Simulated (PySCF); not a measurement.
How good is the calculation?

Molfile (atoms numbered from 1):
```
C12H18
     RDKit          3D

 30 30  0  0  0  0  0  0  0  0999 V2000
   -2.6442   -1.2243    0.0625 C   0  0  0  0  0  0  0  0  0  0  0  0
   -1.2832   -0.5797    0.0037 C   0  0  0  0  0  0  0  0  0  0  0  0
   -0.1365   -1.3949    0.0111 C   0  0  0  0  0  0  0  0  0  0  0  0
   -0.2858   -2.8938   -0.0145 C   0  0  0  0  0  0  0  0  0  0  0  0
    1.1429   -0.8130    0.0330 C   0  0  0  0  0  0  0  0  0  0  0  0
    2.3679   -1.6866    0.1208 C   0  0  0  0  0  0  0  0  0  0  0  0
    1.2763    0.5871   -0.0109 C   0  0  0  0  0  0  0  0  0  0  0  0
    2.6469    1.2110   -0.0708 C   0  0  0  0  0  0  0  0  0  0  0  0
    0.1306    1.4032   -0.0117 C   0  0  0  0  0  0  0  0  0  0  0  0
    0.2728    2.9032    0.0351 C   0  0  0  0  0  0  0  0  0  0  0  0
   -1.1501    0.8199   -0.0389 C   0  0  0  0  0  0  0  0  0  0  0  0
   -2.3712    1.6993   -0.1316 C   0  0  0  0  0  0  0  0  0  0  0  0
   -2.9521   -1.6338   -0.9154 H   0  0  0  0  0  0  0  0  0  0  0  0
   -3.4240   -0.5223    0.3804 H   0  0  0  0  0  0  0  0  0  0  0  0
   -2.6576   -2.0610    0.7760 H   0  0  0  0  0  0  0  0  0  0  0  0
   -1.2044   -3.2022   -0.5302 H   0  0  0  0  0  0  0  0  0  0  0  0
   -0.3271   -3.3245    1.0020 H   0  0  0  0  0  0  0  0  0  0  0  0
    0.5507   -3.3779   -0.5360 H   0  0  0  0  0  0  0  0  0  0  0  0
    2.1666   -2.6130    0.6744 H   0  0  0  0  0  0  0  0  0  0  0  0
    2.7429   -1.9800   -0.8760 H   0  0  0  0  0  0  0  0  0  0  0  0
    3.1924   -1.1799    0.6389 H   0  0  0  0  0  0  0  0  0  0  0  0
    3.3700    0.5554   -0.5727 H   0  0  0  0  0  0  0  0  0  0  0  0
    3.0500    1.4292    0.9345 H   0  0  0  0  0  0  0  0  0  0  0  0
    2.6376    2.1578   -0.6264 H   0  0  0  0  0  0  0  0  0  0  0  0
    0.3214    3.3502   -0.9740 H   0  0  0  0  0  0  0  0  0  0  0  0
    1.1842    3.2073    0.5659 H   0  0  0  0  0  0  0  0  0  0  0  0
   -0.5701    3.3750    0.5567 H   0  0  0  0  0  0  0  0  0  0  0  0
   -2.1575    2.6343   -0.6654 H   0  0  0  0  0  0  0  0  0  0  0  0
   -2.7633    1.9762    0.8632 H   0  0  0  0  0  0  0  0  0  0  0  0
   -3.1875    1.2061   -0.6749 H   0  0  0  0  0  0  0  0  0  0  0  0
  1  2  1  0
  2  3  1  0
  3  4  1  0
  3  5  2  0
  5  6  1  0
  5  7  1  0
  7  8  1  0
  7  9  2  0
  9 10  1  0
  9 11  1  0
 11 12  1  0
 11  2  2  0
  1 13  1  0
  1 14  1  0
  1 15  1  0
  4 16  1  0
  4 17  1  0
  4 18  1  0
  6 19  1  0
  6 20  1  0
  6 21  1  0
  8 22  1  0
  8 23  1  0
  8 24  1  0
 10 25  1  0
 10 26  1  0
 10 27  1  0
 12 28  1  0
 12 29  1  0
 12 30  1  0
M  END
```

The experiment to reproduce: δ 13C C2/C3/C5/C7/C9/C11 131.7; C1/C4/C6/C8/C10/C12 16.8 ppm (measured; solution, toluene-d8, 298 K; Fulmer et al., Organometallics 2010, 29, 2176).
δ 13C C2/C3/C5/C7/C9/C11 134.0; C1/C4/C6/C8/C10/C12 17.0; δ 1H H13/H14/H15/H16/H17/H18/H19/H20/H21/H22/H23/H24/H25/H26/H27/H28/H29/H30 2.24 ppm (measured; solution, TFE-d3, 298 K; Fulmer et al., Organometallics 2010, 29, 2176).
δ 13C C2/C3/C5/C7/C9/C11 132.6; C1/C4/C6/C8/C10/C12 16.9; δ 1H H13/H14/H15/H16/H17/H18/H19/H20/H21/H22/H23/H24/H25/H26/H27/H28/H29/H30 2.19 ppm (measured; solution, CD3CN, 298 K; Fulmer et al., Organometallics 2010, 29, 2176).
δ 13C C2/C3/C5/C7/C9/C11 131.9; C1/C4/C6/C8/C10/C12 16.7; δ 1H H13/H14/H15/H16/H17/H18/H19/H20/H21/H22/H23/H24/H25/H26/H27/H28/H29/H30 2.18 ppm (measured; solution, THF-d8, 298 K; Fulmer et al., Organometallics 2010, 29, 2176).

No solvent model, single conformer, non-relativistic, equivalent nuclei averaged. σ from GIAO-B97-2/pcSseg-1; geometry from PBE0-D3(BJ)/def2-SVP; PySCF.

(1) Set the calculated values beside the experiment.

(2) How far are the unscaled 13C shifts from the references?

(3) How far are the unscaled 1H shifts from the references?

## Answers

(1) 
Reference values: measured (solution, toluene-d8, 298 K; Fulmer et al., Organometallics 2010, 29, 2176).
| atoms | quantity | reference | computed | computed, scaled |
| --- | --- | --- | --- | --- |
| C2/C3/C5/C7/C9/C11 | δ 13C | 131.7 | 133.7 | 132.0 |
| C1/C4/C6/C8/C10/C12 | δ 13C | 16.8 | 18.9 | 17.4 |

Reference values: measured (solution, TFE-d3, 298 K; Fulmer et al., Organometallics 2010, 29, 2176).
```
                                                                  atoms  quantity  reference  computed  computed, scaled
                                                     C2/C3/C5/C7/C9/C11     δ 13C      134.0     133.7             132.0
                                                    C1/C4/C6/C8/C10/C12     δ 13C       17.0      18.9              17.4
H13/H14/H15/H16/H17/H18/H19/H20/H21/H22/H23/H24/H25/H26/H27/H28/H29/H30      δ 1H       2.24      2.20                 –
```

Reference values: measured (solution, CD3CN, 298 K; Fulmer et al., Organometallics 2010, 29, 2176).
```json
{"atoms": "C2/C3/C5/C7/C9/C11", "quantity": "δ 13C", "reference": "132.6", "computed": "133.7", "computed, scaled": "132.0"}
{"atoms": "C1/C4/C6/C8/C10/C12", "quantity": "δ 13C", "reference": "16.9", "computed": "18.9", "computed, scaled": "17.4"}
{"atoms": "H13/H14/H15/H16/H17/H18/H19/H20/H21/H22/H23/H24/H25/H26/H27/H28/H29/H30", "quantity": "δ 1H", "reference": "2.19", "computed": "2.20", "computed, scaled": "–"}
```

Reference values: measured (solution, THF-d8, 298 K; Fulmer et al., Organometallics 2010, 29, 2176).
| atoms | quantity | reference | computed | computed, scaled |
| --- | --- | --- | --- | --- |
| C2/C3/C5/C7/C9/C11 | δ 13C | 131.9 | 133.7 | 132.0 |
| C1/C4/C6/C8/C10/C12 | δ 13C | 16.7 | 18.9 | 17.4 |
| H13/H14/H15/H16/H17/H18/H19/H20/H21/H22/H23/H24/H25/H26/H27/H28/H29/H30 | δ 1H | 2.18 | 2.20 | – |

Computed shifts are σ(ref) − σ with the named reference compound (TMS for H and C) calculated as an isolated molecule at the same level. The measured values may be among those fitted. Scaled to experiment by linear calibration (H and C: mostly CDCl3 data, vs TMS): 13C (scatter 1.9 ppm rms). Occasional misses reach two or three times the rms, and more in compound classes unlike the fitted ones.

(2) Mean signed difference +1.60 ppm, mean absolute 1.67 ppm over 8 comparisons; the largest is +2.2 ppm at C1/C4/C6/C8/C10/C12 (methyl carbon on an aromatic ring).

(3) Mean signed difference -0.00 ppm, mean absolute 0.02 ppm over 3 comparisons; the largest is -0.04 ppm at H13/H14/H15/H16/H17/H18/H19/H20/H21/H22/H23/H24/H25/H26/H27/H28/H29/H30 (hydrogen on a methyl carbon on an aromatic ring).

11 of the 33 published NMR values on file for this molecule are compared. The rest: values from further sources or solvents, protons in aromatic solvents.
